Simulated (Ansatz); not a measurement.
Reaction (homolysis of the Cl–Si bond): `CO[Si](S)(Cl)Cl` → Cl• + `CO[Si](S)Cl`•

Calculated with Ansatz (gas phase, PBE0-D4/def2-TZVP geometries, no zero-point term in ΔE). CBS: MP2 limit from def2 TZ/QZ plus the TZ coupled-cluster correction, frozen cores. This one scheme is used for every species, atoms too. Functionals use def2-TZVPP. Open shells (•) are unrestricted, without spin–orbit coupling. Spin–orbit coupling would lower the free atoms: a little for Cl. Each species was taken in one conformer, which may not be the lowest.

`CO[Si](S)(Cl)Cl`:

Cartesian coordinates in Å:
```
C -1.415 0.469 -0.825
O -0.398 0.963 0.030
Si 0.929 0.160 0.474
S 0.352 -1.501 1.651
Cl 2.085 1.482 1.488
Cl 1.988 -0.488 -1.151
H -1.825 -0.473 -0.449
H -2.208 1.216 -0.856
H -1.028 0.314 -1.835
H 1.519 -2.143 1.472
```

`CO[Si](S)Cl`•:

```xyz
9

C    -1.115   -0.623    0.911
O     0.228   -0.180    0.917
Si    1.188   -0.012   -0.391
S     0.183    1.299   -1.759
Cl    2.946    0.767    0.334
H    -1.558   -0.347    1.869
H    -1.691   -0.157    0.106
H    -1.163   -1.709    0.799
H     0.983    0.961   -2.784
```

| level | ΔE (kcal/mol) |
| --- | --- |
| PBE-D4 | 110.6 |
| ωB97X-V | 114.5 |
| r2SCAN | 110.3 |
| MP2/def2-QZVPP | 119.3 |

Problem. What does CCSD(T)/CBS give? (Estimate.)

Solution. The calculation gave: +115.1 kcal/mol. The listed levels differ from it by -4.5, -0.6, -4.8, 4.2 kcal/mol.

Largest T1 diagnostic among the species: 0.014.

In def2-TZVPP, CCSD(T) changes the Hartree–Fock value by +24.7 kcal/mol (the triples alone add +2.3 kcal/mol) and MP2 by +30.9 kcal/mol; breaking electron pairs costs correlation energy, which Hartree–Fock lacks. From PBE to PBE0 (25 % exact exchange), in def2-TZVPP and without D4, ΔE moves by +1.1 kcal/mol.

CCSD(T)/CBS has its own doubt, a few kJ/mol and more with outer-core shells, so smaller differences from it don't rank the levels.
